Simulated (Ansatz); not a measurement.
C3H4F4O, SMILES `OC(CF)C(F)(F)F`, 12 atoms. The species carries charge 0 and has multiplicity 1. All runs use 4 threads of an Arm Neoverse V2 on a shared host. Correlated methods freeze the cores.

Problem. How many basis functions does each run have, and how long does it take in Ansatz? RKS PBE-QIDH (frozen core)/def2-TZVPP energy; RKS B3LYP-D4/def2-TZVPP energy and forces; RKS PBE-D4/def2-TZVPP energy and forces; RHF-MP2/def2-QZVPP energy; RHF-MP2/def2-TZVPP energy; RKS BLYP-D4/def2-TZVPP energy; RKS ωB97M-V/def2-SVP energy; RKS PBE0-D4/def2-QZVPP energy; RKS ωB97M-V/def2-QZVPP energy; RKS PBE0-D4/def2-SVP energy; direct RPA on PBE orbitals/def2-TZVPP energy; RKS PBE0-D4/def2-TZVP relaxation (5 steps). (Best estimate.)

Solution. Ansatz gave: Other jobs shared the machine, so times are rough.

| level | job | functions | wall time | peak host memory (GiB) |
| --- | --- | --- | --- | --- |
| RKS PBE0-D4/def2-SVP | energy | 132 | 2 s | 0.35 |
| RKS BLYP-D4/def2-TZVPP | energy | 304 | 3.4 s | 0.45 |
| RKS PBE-D4/def2-TZVPP | energy and forces | 304 | 4.1 s | 0.45 |
| RKS ωB97M-V/def2-SVP | energy | 132 | 6.5 s | 0.46 |
| RHF-MP2/def2-TZVPP | energy | 304 | 8 s | 1 |
| RKS B3LYP-D4/def2-TZVPP | energy and forces | 304 | 8.5 s | 1 |
| RKS PBE-QIDH (frozen core)/def2-TZVPP | energy | 304 | 12 s | 1.1 |
| direct RPA on PBE orbitals/def2-TZVPP | energy | 304 | 12 s | 0.98 |
| RKS PBE0-D4/def2-QZVPP | energy | 576 | 16 s | 2.6 |
| RKS ωB97M-V/def2-QZVPP | energy | 576 | 34 s | 3 |
| RKS PBE0-D4/def2-TZVP | relaxation (5 steps) | 272 | 40 s | 0.88 |
| RHF-MP2/def2-QZVPP | energy | 576 | 54 s | 5.1 |

B3LYP here is the variant with VWN-RPA as its local correlation; programs differ in this.
